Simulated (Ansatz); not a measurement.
Reaction (ligand exchange at the Si–S bond): `CC(F)S[SiH3]` + `C[O][SnH]([OH])[Cl]` → `C[O][SnH]([Cl])[O][SiH3]` + `CC(F)S`

Gas-phase electronic energies from Ansatz, PBE0-D4/def2-TZVP geometries. CCSD(T)/CBS is the MP2 limit (def2-TZVPP, def2-QZVPP) plus CCSD(T) − MP2 in def2-TZVPP, frozen cores. DFT in def2-TZVPP. B3LYP here is the variant with VWN-RPA as its local correlation; programs differ in this. def2 core potentials past Kr. For Sn outer-core shells are correlated without core-valence functions, which leaves a few kJ/mol of doubt a bond. One conformer a species, not always the lowest.

```tsv
level	ΔE (kJ/mol)	difference from CCSD(T)/CBS
PBE0-D4	-43.8	12.6
B3LYP-D4	-55.5	0.9
ωB97X-V	-54.7	1.7
r2SCAN	-48.9	7.5
PBE0	-43.1	13.3
HF/def2-TZVPP	-74.8	-18.4
MP2/def2-TZVPP	-56.8	-0.4
SCS-MP2/def2-TZVPP	-62.1	-5.7
CCSD/def2-TZVPP	-61.8	-5.4
CCSD(T)/def2-TZVPP	-58.6	-2.2
HF/def2-QZVPP	-77.2	-20.8
MP2/def2-QZVPP	-56.4	0.0
SCS-MP2/def2-QZVPP	-61.5	-5.1
HF/CBS(def2)	-77.5	-21.1
MP2/CBS(def2)	-54.6	1.8
CCSD/CBS(def2)	-59.6	-3.2
CCSD(T)/CBS	-56.4	0
```

Largest T1 diagnostic among the species: 0.013.

In def2-TZVPP, CCSD(T) changes the Hartree–Fock value by +16.2 kJ/mol (the triples alone add +3.2 kJ/mol) and MP2 by +18.0 kJ/mol. From PBE to PBE0 (25 % exact exchange), in def2-TZVPP and without D4, ΔE moves by −5.9 kJ/mol.
